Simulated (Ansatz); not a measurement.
Geometry optimisation, RKS PBE0/def2-SVP in Ansatz 0.2.0.

input.yaml

```yaml
crystal:
  periodic: [false, false, false]
  atoms:
    - { symbol: Ga, position_ang: [0.0, 0.0, 0.0] }
    - { symbol: Cl, position_ang: [0.0, 0.0, 2.24] }
    - { symbol: H, position_ang: [1.3596, 0.0, -0.785] }
    - { symbol: Cl, position_ang: [-1.9398, 0.0, -1.12] }
basis:
  gaussian: { orbitals: def2-SVP }
hamiltonian:
  xc: pbe0
relax:
  f_tol: 0.02
  max_steps: 40
```

Command:

```bash
$ ansatz run input.yaml --threads 1 --pin off --max-ram 2048MiB --backend cpu --events-out ev --progress --plain --runs-dir out
```

Q: Where does it end, and by what steps?

A: It converged. After 3 steps the energy has fallen by 0.177 eV; Cl2 moved furthest, 0.13 Å.

| step | energy less start (eV) | largest force component (eV/Å) | accepted |
| --- | --- | --- | --- |
| 0 | 0.0000 | 1.451 | yes |
| 1 | -0.1739 | 0.237 | yes |
| 2 | -0.1770 | 0.031 | yes |
| 3 | -0.1773 | 0.008 | yes |

```xyz
4
Properties=species:S:1:pos:R:3
Ga 0.015 0.000 -0.008
Cl -0.072 0.000 2.127
H 1.355 0.000 -0.782
Cl -1.878 0.000 -1.001
```

Whether the end is a true minimum wasn't checked by a vibrational analysis.

Run time: 13 s on 1 thread of AMD EPYC 7R43 64-Core Processor (Zen 3) (shared host), peak memory 0.17 GiB.
